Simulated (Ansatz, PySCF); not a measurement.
B3H5N3, SMILES [B]1NBNBN1, multiplicity 2. Atoms are numbered in the order given.

```xyz
11

B      0.0000     0.0000     1.4845
N      0.0000    -1.2273     0.7730
B      0.0000    -1.2546    -0.6576
N      0.0000     0.0000    -1.3369
B      0.0000     1.2546    -0.6576
N      0.0000     1.2273     0.7730
H      0.0000    -2.1023     1.2805
H      0.0000    -2.3006    -1.2639
H      0.0000     0.0000    -2.3482
H      0.0000     2.3006    -1.2639
H      0.0000     2.1023     1.2805
```
Charge 0, spin multiplicity 2.

Coordinates come from a PBE0-D3(BJ)/def2-SVP optimisation. The isomer is the one that the SMILES or the coordinates give; other isomers of the formula were not compared.

Two levels are set side by side: PBE-D3(BJ)/def2-SVP (Ansatz, a program for electronic structure) and PBE0-D3(BJ)/def2-SVP (Ansatz). Each level has its own optimised geometry; the coordinates shown are those of the second. Frequencies come from the Hessian of PySCF at each geometry. Differences are taken from unrounded values.

```json
[
 {"quantity": "mean bond length (Å)", "PBE0-D3(BJ)": "1.273", "PBE-D3(BJ)": "1.282", "PBE-D3(BJ) minus PBE0-D3(BJ)": "0.008"},
 {"quantity": "bond B1–N2 (Å)", "PBE0-D3(BJ)": "1.419", "PBE-D3(BJ)": "1.427", "PBE-D3(BJ) minus PBE0-D3(BJ)": "0.008"},
 {"quantity": "bond B1–N6 (Å)", "PBE0-D3(BJ)": "1.419", "PBE-D3(BJ)": "1.427", "PBE-D3(BJ) minus PBE0-D3(BJ)": "0.008"},
 {"quantity": "bond N2–B3 (Å)", "PBE0-D3(BJ)": "1.431", "PBE-D3(BJ)": "1.440", "PBE-D3(BJ) minus PBE0-D3(BJ)": "0.009"},
 {"quantity": "bond B3–N4 (Å)", "PBE0-D3(BJ)": "1.427", "PBE-D3(BJ)": "1.435", "PBE-D3(BJ) minus PBE0-D3(BJ)": "0.008"},
 {"quantity": "bond N4–B5 (Å)", "PBE0-D3(BJ)": "1.427", "PBE-D3(BJ)": "1.435", "PBE-D3(BJ) minus PBE0-D3(BJ)": "0.008"},
 {"quantity": "bond B5–N6 (Å)", "PBE0-D3(BJ)": "1.431", "PBE-D3(BJ)": "1.440", "PBE-D3(BJ) minus PBE0-D3(BJ)": "0.009"},
 {"quantity": "bond N2–H7 (Å)", "PBE0-D3(BJ)": "1.012", "PBE-D3(BJ)": "1.020", "PBE-D3(BJ) minus PBE0-D3(BJ)": "0.009"},
 {"quantity": "bond B3–H8 (Å)", "PBE0-D3(BJ)": "1.209", "PBE-D3(BJ)": "1.216", "PBE-D3(BJ) minus PBE0-D3(BJ)": "0.007"},
 {"quantity": "bond N4–H9 (Å)", "PBE0-D3(BJ)": "1.011", "PBE-D3(BJ)": "1.020", "PBE-D3(BJ) minus PBE0-D3(BJ)": "0.009"},
 {"quantity": "bond B5–H10 (Å)", "PBE0-D3(BJ)": "1.209", "PBE-D3(BJ)": "1.216", "PBE-D3(BJ) minus PBE0-D3(BJ)": "0.007"},
 {"quantity": "bond N6–H11 (Å)", "PBE0-D3(BJ)": "1.012", "PBE-D3(BJ)": "1.020", "PBE-D3(BJ) minus PBE0-D3(BJ)": "0.009"},
 {"quantity": "highest harmonic wavenumber (cm⁻¹)", "PBE0-D3(BJ)": "3683", "PBE-D3(BJ)": "3562", "PBE-D3(BJ) minus PBE0-D3(BJ)": "-122"},
 {"quantity": "mean harmonic wavenumber (cm⁻¹)", "PBE0-D3(BJ)": "1351", "PBE-D3(BJ)": "1309", "PBE-D3(BJ) minus PBE0-D3(BJ)": "-42"},
 {"quantity": "zero-point energy (kcal/mol)", "PBE0-D3(BJ)": "52.16", "PBE-D3(BJ)": "50.53", "PBE-D3(BJ) minus PBE0-D3(BJ)": "-1.63"}
]
```

GGA bonds tend to be longer and softer than those of functionals with exact exchange. Differences between two approximate levels are no errors against the true value.
